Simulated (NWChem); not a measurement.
# diboron tetrafluoride (B$_{2}$F$_{4}$); SMILES FB(F)B(F)F

```xyz
6

F     -0.7934     0.7934     1.5528
B      0.0000     0.0000     0.8612
F      0.7934    -0.7934     1.5528
B      0.0000     0.0000    -0.8612
F      0.7934     0.7934    -1.5528
F     -0.7934    -0.7934    -1.5528
```
Atoms are numbered in this order, from 1.

Results from NWChem. Pople sets run with spherical d functions. The geometry was optimised at PBE0/def2-SVP. Total energies compare along this basis series because the functional is fixed.

```csv
level,basis functions,energy (Ha),highest occupied level (eV),orbital gap (eV)
B3LYP/STO-3G,30,-442.8581,-4.39,7.97
B3LYP/3-21G,54,-446.8742,-9.31,8.58
B3LYP/6-31G*,84,-449.2877,-9.26,8.73
B3LYP/6-31+G*,108,-449.3242,-9.91,8.67
B3LYP/def2-SVP,84,-448.9619,-9.58,8.69
B3LYP/def2-SVPD,132,-448.9894,-9.97,8.70
B3LYP/def2-TZVP,186,-449.5114,-9.82,8.67
B3LYP/6-311++G**,132,-449.4441,-9.95,8.63
B3LYP/aug-cc-pVTZ,276,-449.4941,-9.85,8.64
```
